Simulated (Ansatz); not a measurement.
**Energy profile**

The step: GeH₄O ([OH][GeH3]) + HCl → GeH₃Cl ([Cl][GeH3]) + H₂O; bonds formed: Ge1–Cl7, O2–H6; bonds broken: Ge1–O2, H6–Cl7 (atoms numbered as in the saddle structure below).

Ge1  (-0.380, -0.735, 0.142)
O2  (0.485, 1.063, 0.500)
H3  (-1.475, -0.841, -0.919)
H4  (0.600, -1.878, 0.377)
H5  (-1.129, -0.485, 1.487)
H6  (0.917, 1.145, -0.413)
Cl7  (1.104, -0.060, -1.856)
H8  (-0.122, 1.790, 0.683)
(Å)

Electronic energies by CCSD(T) at an estimated basis limit (MP2 extrapolated from triple and quadruple zeta, plus CCSD(T) − MP2 in triple zeta), on PBE0-D4/def2-TZVP structures; GeH5ClO, closed shell; no counterpoise correction. Computed with Ansatz 0.2.0 (basis: def2-TZVPP and def2-QZVPP); correlated methods freeze the cores. Filled d shells of the heavier atoms are correlated. The def2 sets are not built for correlating such inner shells, so the correlated values are less sure here. Extrapolation: Hartree–Fock as exp(−7.88 √X), correlation as X^−2.97.

Q: Give the profile in eV, counted from the separated reactants. (Judge from chemistry; the value comes from the calculation.)

A: By the calculation:
| point | eV |
| --- | --- |
| separated: GeH4O (linked as [OH][GeH3]; Ge1, O2, H3, H4, H5, H8; singlet) + HCl (H6, Cl7; singlet) | 0.000 |
| start structure | -0.269 |
| saddle | 0.448 |
| end structure | -0.702 |
| separated: GeH3Cl (linked as [Cl][GeH3]; Ge1, H3, H4, H5, Cl7; singlet) + H2O (O2, H6, H8; singlet) | -0.549 |

No T1 diagnostic of these runs exceeds 0.012.

Hydrogen chloride, the by-product of chloride precursors, can attack films and sites by steps of this kind.

For scale, one of the runs: CCSD(T)/def2-TZVPP, 191 basis functions, launched by `ansatz run in.yaml --threads 4 --pin off --events-out ev --progress --plain --max-ram 9574MiB`. Time: 50 s of wall clock on 4 CPU threads of an Arm Neoverse V1; the host was shared. Peak host memory: 2.1 GiB.
